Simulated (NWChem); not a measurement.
A series in which one site is exchanged, each optimised at PBE0/def2-SVP with NWChem, gas phase unless a solvent is named. All stand in one matching conformer (torsions within 35°), which need not be the lowest. This build's default masses of Se (78.918 u) and Br (79.917 u) are each other's, which moves their modes by up to 0.6 %. Some are not confirmed as minima by frequencies. def2 effective core potentials on I; no spin-orbit coupling.

A: [BeH][NH2] (BeNH₃; site = H)
B: [NH2][Be][Br] (BeNH$_{2}$Br; site = Br)
C: [NH2][Be][I] (BeNH2I; site = I)
D: [NH2][Be][Cl] (BeNH₂Cl; site = Cl)

**Question.** Rank them by lowest singlet excitation, PBE/def2-SVPD, TDA (eV), lowest first.

**Answer.** C (5.09), A (5.20), B (5.43), D (5.52)
